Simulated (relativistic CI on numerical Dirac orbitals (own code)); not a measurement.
**Ba49+: sensitivity of the levels to the model**

Base calculation: Dirac-Coulomb-Breit CI, separate exchange-only KLI orbitals for each configuration, model QED, unscaled Slater integrals.

Configuration list (outside the closed core 1s2): 2s2.2p3, 2s.2p4, 2p5, 2p4.3s, 2p4.3p, 2p4.3d, 2s2.2p2.3s, 2s2.2p2.3p, 2s2.2p2.3d, 2s.2p3.3s, 2s.2p3.3p, 2s.2p3.3d, 2s2.2p2.4s, 2s2.2p2.4p, 2s2.2p2.4d, 2s2.2p2.4f. Levels of other configurations are missing.

Variants: (1) P86 correlation estimate; (2) configuration mixing switched off. Shifts of the energy above 2s2.2p3 2P°_3/2, in eV, for the lowest level and the first level of each name with at least 55 % of one term (blank where a level changes its place among those of its configuration and J or its character, or is not in the variant):

| Level | Base | Δ(1) | Δ(2) |
| --- | --- | --- | --- |
| 2s2.2p3 2P°_3/2 | 0.00 | 0.00 | 0.00 |
| 2s2.2p3 2D°_5/2 | 402.33 | 0.00 | -1.43 |
| 2s2.2p3 2P°_1/2 | 435.42 | 0.00 | +1.58 |
| 2s.2p4 4P_5/2 | 611.11 | +0.22 | -1.65 |
| 2s.2p4 2S_1/2 | 684.07 | +0.22 | -1.63 |
| 2s.2p4 4P_3/2 | 1013.52 | +0.22 | -1.68 |
| 2s.2p4 2D_5/2 | 1047.58 | +0.22 | -1.44 |
| 2s.2p4 2P_1/2 | 1087.22 | +0.22 | -1.28 |
| 2p5 2P°_3/2 | 1353.17 | +0.35 | -6.72 |
| 2p5 2P°_1/2 | 1756.63 | +0.35 | -4.36 |
| 2s2.2p2.3s 4P_3/2 | 5329.32 | +1.37 | +1.46 |
| 2s2.2p2.3s 2P_1/2 | 5336.99 | +1.37 | +1.11 |
| 2s2.2p2.3s 2D_5/2 | 5346.90 | +1.37 | +1.01 |
| 2s2.2p2.3s 2D_3/2 | 5351.65 | +1.37 | +1.28 |
| 2s2.2p2.3p 4D°_3/2 | 5403.98 | +1.50 | +0.80 |
| 2s2.2p2.3p 2F°_7/2 | 5533.52 | +1.50 | +0.45 |
| 2s2.2p2.3p 2D°_5/2 | 5555.31 | +1.50 | -1.27 |
| 2s2.2p2.3d 4D_1/2 | 5596.63 | +1.14 | -0.10 |
| 2s2.2p2.3d 2G_9/2 | 5639.27 | +1.14 | -0.43 |
| 2s2.2p2.3d 2F_7/2 | 5659.42 | +1.14 | 0.00 |
| 2s2.2p2.3d 2P_1/2 | 5665.44 | +1.16 | +0.70 |

At this charge energies of transitions that change n are usually good to better than 1 %, and those within a shell (Δn = 0) to a few per cent.

Ionisation energy from the two ground configurations alone: base 9077.2 eV; P86 correlation estimate 9079.17 eV. The NIST ASD value (theoretical) is 9077 eV.

LS names give the leading component of a level, which can be under half, so a name can repeat, a term be missing and a line seem to break the LS rules.
